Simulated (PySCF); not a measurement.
This quartet lies 0.61 eV below the relaxed doublet at the level B3LYP-D3(BJ)/def2-TZVP // PBE-D3(BJ)/def2-SVP (PySCF).

```xyz
17

Co     0.0000     0.0000     0.0000
N      1.3817    -1.3762     0.6757
H      1.1018    -2.3630     0.5300
H      1.5824    -1.3109     1.6901
H      2.3103    -1.3007     0.2225
N     -1.7925    -0.2857     0.9822
H     -1.7316    -0.1845     2.0115
H     -2.2089    -1.2234     0.8383
H     -2.5391     0.3752     0.7007
N      0.6916     1.9086     0.3718
H      0.8519     2.1125     1.3748
H      0.0525     2.6595     0.0538
H      1.5956     2.1273    -0.0847
N     -0.2808    -0.2467    -2.0297
H      0.5771    -0.1124    -2.5948
H     -0.9690     0.4075    -2.4441
H     -0.6231    -1.1870    -2.2981
```

Charge 2, multiplicity 4.

Give the Mulliken and meta-Löwdin atomic charges from TPSSh-D3(BJ)/def2-TZVP // PBE-D3(BJ)/def2-SVP (PySCF).


| atom | Mulliken (e) | meta-Löwdin (e) |
|---|---|---|
| Co1 | 0.68 | 1.13 |
| N2 | -0.62 | -0.61 |
| H3 | 0.32 | 0.28 |
| H4 | 0.32 | 0.28 |
| H5 | 0.32 | 0.28 |
| N6 | -0.62 | -0.61 |
| H7 | 0.32 | 0.28 |
| H8 | 0.32 | 0.28 |
| H9 | 0.32 | 0.28 |
| N10 | -0.62 | -0.61 |
| H11 | 0.32 | 0.28 |
| H12 | 0.32 | 0.28 |
| H13 | 0.32 | 0.28 |
| N14 | -0.62 | -0.61 |
| H15 | 0.32 | 0.28 |
| H16 | 0.32 | 0.28 |
| H17 | 0.32 | 0.28 |
